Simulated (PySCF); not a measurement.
## Magnetisability: SMILES C1(OC(C)=O)=CC=C[SiH2]1, C$_{6}$H$_{8}$O$_{2}$Si

Molfile (atoms numbered from 1):
```
C6H8O2Si
     RDKit          3D

 17 17  0  0  0  0  0  0  0  0999 V2000
    3.1663   -0.6471   -0.3014 C   0  0  0  0  0  0  0  0  0  0  0  0
    1.6793   -0.6748   -0.0909 C   0  0  0  0  0  0  0  0  0  0  0  0
    1.0476   -1.6687    0.2028 O   0  0  0  0  0  0  0  0  0  0  0  0
    1.1229    0.5162   -0.2618 O   0  0  0  0  0  0  0  0  0  0  0  0
   -0.2409    0.5537   -0.0824 C   0  0  0  0  0  0  0  0  0  0  0  0
   -0.9822    1.6595   -0.2104 C   0  0  0  0  0  0  0  0  0  0  0  0
   -2.3989    1.4445    0.0289 C   0  0  0  0  0  0  0  0  0  0  0  0
   -2.7742    0.1971    0.3401 C   0  0  0  0  0  0  0  0  0  0  0  0
   -1.2747   -0.9666    0.3760 Si  0  0  0  0  0  4  0  0  0  0  0  0
    3.5761   -1.6406   -0.1500 H   0  0  0  0  0  0  0  0  0  0  0  0
    3.6190    0.0533    0.3970 H   0  0  0  0  0  0  0  0  0  0  0  0
    3.3835   -0.3043   -1.3107 H   0  0  0  0  0  0  0  0  0  0  0  0
   -0.5994    2.6362   -0.4663 H   0  0  0  0  0  0  0  0  0  0  0  0
   -3.0736    2.2858   -0.0538 H   0  0  0  0  0  0  0  0  0  0  0  0
   -3.8066   -0.0437    0.5316 H   0  0  0  0  0  0  0  0  0  0  0  0
   -1.0585   -1.4413    1.7368 H   0  0  0  0  0  0  0  0  0  0  0  0
   -1.3927   -1.9473   -0.6955 H   0  0  0  0  0  0  0  0  0  0  0  0
  1  2  1  0
  2  3  2  0
  2  4  1  0
  4  5  1  0
  5  6  2  0
  6  7  1  0
  7  8  2  0
  8  9  1  0
  9  5  1  0
  1 10  1  0
  1 11  1  0
  1 12  1  0
  6 13  1  0
  7 14  1  0
  8 15  1  0
  9 16  1  0
  9 17  1  0
M  END
```

Method: PySCF 2.14.0, GIAO KT3/pcSseg-1 magnetisability, rotational g tensor and spin-rotation constants, non-relativistic, gas phase. Geometry: GFN2-xTB.

**Question.** What are the magnetisability and the molar susceptibility?

**Answer.** Isotropic -1226 × 10⁻³⁰ J/T², or -73.8 × 10⁻⁶ cm³/mol; principal values -1591, -1136, -950 × 10⁻³⁰ J/T², anisotropy 571 × 10⁻³⁰ J/T² (root of half the summed squared differences of the principal values). The susceptibility is in cgs units.

**Question.** Split it along the inertial axes a, b, c into diamagnetic and paramagnetic parts about the centre of mass, with the quadrupole moment.

**Answer.** 
| axis | χ (10⁻⁶ cm³/mol) | diamagnetic (10⁻⁶ cm³/mol) | paramagnetic (10⁻⁶ cm³/mol) | summed x² of all electrons (Å²) | quadrupole Θ (D Å) |
| --- | --- | --- | --- | --- | --- |
| a | -68.2 | -469.0 | 400.9 | 298.7 | +8.88 |
| b | -57.4 | -1341.3 | 1283.8 | 93.1 | -3.20 |
| c | -95.8 | -1661.9 | 1566.1 | 17.5 | -5.68 |

Anisotropies 2χaa − χbb − χcc = +16.9 and 2χbb − χaa − χcc = +49.1 × 10⁻⁶ cm³/mol. Θ is traceless in Buckingham's convention.

**Question.** And the rotational g tensor?

**Answer.** 
```csv
axis,rotational constant (GHz),g,nuclear part,electronic part
a,3.4455,-0.0631,0.5857,-0.6489
b,0.9846,-0.0197,0.5742,-0.5939
c,0.7769,-0.0010,0.5706,-0.5716
```
Asymmetric top; isotopes 12C, 1H, 16O, 28Si; no vibrational averaging.
